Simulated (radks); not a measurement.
Dipole-allowed excitations along the series with 30 electrons in [Ar] 3d10 4s2. All-electron calculation, scalar-relativistic Kohn-Sham, LDA (Slater exchange, Perdew-Wang correlation), spin-unpolarised, spherical densities, finite nucleus; Fermi nuclear charge, rms radius of each element as measured or else 0.836 A^(1/3) + 0.57 fm. Program: a radial shooting solver on a logarithmic mesh with Libxc functionals. Time-dependent linear response with the Hartree and adiabatic LDA kernel, continuum included through the Sternheimer equations, no spin-orbit coupling, so fine structure and intercombination lines are absent. Lines are the poles of the dipole polarisability below minus the highest occupied eigenvalue, found on a grid refined at the orbital gaps; the lowest seven at most are given, and weak or close lines can be missed. The first line takes the name of the lowest orbital gap if no other gap lies below it; otherwise a line is named after a gap within 0.6 % of it, if that gap stands alone.

species  -e(HOMO) (eV)  lowest orbital gap (eV)  first line (eV)     f  static alpha (bohr^3)
Sb21+           648.21             4s-4p 54.810   64.175 (4s-4p)  1.22                 0.2389
Te22+           699.62             4s-4p 57.901   67.617 (4s-4p)  1.21                 0.2134
I23+            752.95             4s-4p 61.103   71.172 (4s-4p)  1.20                 0.1912
Xe24+           808.19             4s-4p 64.424   74.848 (4s-4p)  1.19                 0.1717
Cs25+           865.38             4s-4p 67.871   78.649 (4s-4p)  1.18                 0.1547
